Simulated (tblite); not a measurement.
Species: C5H4OS (charge -1 and doublet state).
Numbering: `[O-:1][CH:2][c:3]1[cH:4][cH:5][cH:6][s:7]1` (hydrogens: H8 on C2; H9 on C4; H10 on C5; H11 on C6)

Cartesian coordinates in Å at the GFN2-xTB level; atoms count from 1:
```
atom  x, y, z in Å
O1     2.975   -0.349   -0.092
C2     2.067    0.395    0.347
C3     0.694    0.225    0.174
C4    -0.018   -0.781   -0.508
C5    -1.393   -0.620   -0.467
C6    -1.809    0.489    0.231
S7    -0.454    1.388    0.873
H8     2.345    1.297    0.943
H9     0.496   -1.585   -1.004
H10   -2.094   -1.298   -0.936
H11   -2.804    0.843    0.415
```

Level: GFN2-xTB in tblite, geometry and Hessian alike; calculated harmonic values, unscaled, isolated species. Against measured fundamentals such values can be off by several per cent, at times by over 20. One conformer, not necessarily the lowest. Open shells enter through the occupations alone, without spin polarisation, and single modes of such species can be off by tens of per cent.

Harmonic wavenumbers (cm⁻¹): 147.1, 182.1, 238.9, 357.9, 406.0, 445.4, 533.6, 556.7, 703.7, 705.4, 782.0, 813.9, 819.3, 825.0, 1056.7, 1073.7, 1125.2, 1214.2, 1345.9, 1378.2, 1444.3, 1456.0, 1619.8, 2629.1, 3029.9, 3110.5, 3126.4.

A = 4935, B = 1772, C = 1304 MHz; mass 111.998 u (most abundant isotopes); point group Cs, symmetry number 1; spin multiplicity 2.

**Question.** Zero-point energy?

**Answer.** Half the sum of the wavenumbers: 15563 cm⁻¹ = 186.18 kJ/mol.

**Question.** Give the ideal-gas entropy at 298.15 K and 1 bar in the rigid-rotor, harmonic-oscillator model (classical rotation).

**Answer.** Translation 167.70, rotation 116.05, vibration 52.45, spin (R ln 2) 5.76: S = 342.0 J/(mol K).

**Question.** And Cp and H(298.15 K) − H(0)?

**Answer.** Cp = 108.43 J/(mol K), of which vibrations give 75.17 (their classical limit is 27 R = 224.5); H(298.15 K) − H(0) = 19.64 kJ/mol without the zero-point energy, 9.72 from vibrations.

**Question.** Blend soft modes into free rotors: weight 1/[1 + (100 cm⁻¹/ν̃)⁴] for the oscillator and the rest for a rotor with moment μB/(μ + B), μ = h/(8π²ν), B = 10⁻⁴⁴ kg m². What vibrational entropy results?

**Answer.** 52.32 J/(mol K) in place of 52.45, which changes −T·S at 298.15 K by +0.04 kJ/mol.

**Question.** How do the functions run with temperature in this model?

**Answer.** 
| T (K) | S (J/(mol K)) | Cp (J/(mol K)) | H − H(0) (kJ/mol) | G − H(0) (kJ/mol) | ln q(vib) |
| --- | --- | --- | --- | --- | --- |
| 150 | 284.0 | 64.8 | 6.77 | -35.83 | 0.66 |
| 250 | 324.1 | 94.7 | 14.74 | -66.28 | 1.77 |
| 400 | 377.5 | 134.0 | 32.03 | -118.99 | 3.78 |
| 600 | 439.2 | 169.9 | 62.71 | -200.84 | 6.64 |
| 900 | 514.7 | 201.1 | 118.83 | -344.37 | 10.78 |

q(vib) and H(0) count from the zero-point level.

**Question.** What must be added to the electronic energy to get the Gibbs energy at 298.15 K and 1 bar?

**Answer.** ZPE + [H(298.15 K) − H(0)] − T·S = 186.18 + 19.64 − 101.96 = 103.86 kJ/mol.

Hindered rotation and anharmonicity are outside this model. Other conformers, if any are populated, would add a mixing term that is left out.
